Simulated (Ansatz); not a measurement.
**Heat of formation of C2H4BrCl (1-bromo-1-chloroethane) from total energies**

The species is C2H4BrCl (8 atoms), meant as a singlet with charge 0. SMILES: `CC(Cl)Br`. The coordinates come from a PBE0-D4/def2-TZVP relaxation.

Total energies at r2SCAN/cc-pVDZ (Ansatz 0.2.0); the atoms run unrestricted:

| species | state | energy (Eh) |
| --- | --- | --- |
| C2H4BrCl | singlet | -3112.862174 |
| C | triplet | -37.826272 |
| Cl | doublet | -460.109081 |
| Br | doublet | -2574.065592 |
| H | doublet | -0.499208 |

Harmonic wavenumbers at PBE0-D4/def2-TZVP, in cm⁻¹: 223, 265, 291, 381, 586, 700, 988, 1067, 1107, 1222, 1299, 1406, 1471, 1476, 3062, 3142, 3149, 3169.

Measured heats of formation of the gaseous atoms at 298.15 K, in kJ/mol: C 716.9, Cl 121.3, Br 111.9, H 218.0. Spin-orbit lowering of the atoms at 298 K (mean of the ground term's levels less their thermal mean, from spectra), in kJ/mol: C 0.02, Cl 3.44, Br 14.69. Take 1 Eh = 2625.50 kJ/mol, 1 cm⁻¹ = 0.0119627 kJ/mol, RT = 2.479 kJ/mol.

Work out the heat of formation of the gas at 298 K.


1. Electronic atomisation energy: 2 × (-37.826272) + (-460.109081) + (-2574.065592) + 4 × (-0.499208) − (-3112.862174) = 1.038125 Eh = 2725.6 kJ/mol.
2. Zero-point energy: half the sum of the wavenumbers, 12502 cm⁻¹ = 149.6 kJ/mol.
3. Thermal vibrational enthalpy, Σ hcν̃/(exp(hcν̃/kT) − 1): 5.7 kJ/mol. Translation, rotation and pV of a non-linear molecule: 4 RT = 9.9 kJ/mol.
4. The 8 free atoms carry 5/2 RT each: 49.6 kJ/mol.
5. Spin-orbit coupling lowers the free atoms by 2 × 0.02 + 3.44 + 14.69 = 18.2 kJ/mol.
6. Atomisation enthalpy at 298 K: 2725.6 − 18.2 − 149.6 − 5.7 − 9.9 + 49.6 = 2591.8 kJ/mol.
7. Sum of the atoms' heats of formation: 2539.0 kJ/mol. Heat of formation: 2539.0 − 2591.8 = -52.8 kJ/mol.

No measured value is set beside it here. Relativity is left out. Anharmonicity and any spin-orbit splitting of the molecule are left out.
